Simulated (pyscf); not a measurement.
PySCF, gas phase, ωB97X-D3(BJ)/def2-SVP geometries.

Q: How much does it cost (ΔH, 298 K, ωB97M-D3(BJ)/def2-TZVP) to split H₂C=C(CH₃)–O–Al(CH₃)–CH₃ at its Al–O bond into •H₂C–C(CH₃)=O + [H₃C–Al–CH₃]•?

A: Al–O to •H₂C–C(CH₃)=O + [H₃C–Al–CH₃]•: 98.5 kcal/mol. The 7 functionals that were run give +88.7 (PBE) to +99.1 kcal/mol (M06-2X). The radicals are drawn with the spin at the cut bond; how far it spreads was not checked. Other isomers of •H₂C–C(CH₃)=O, [H₃C–Al–CH₃]• were not searched in full and may lie lower.
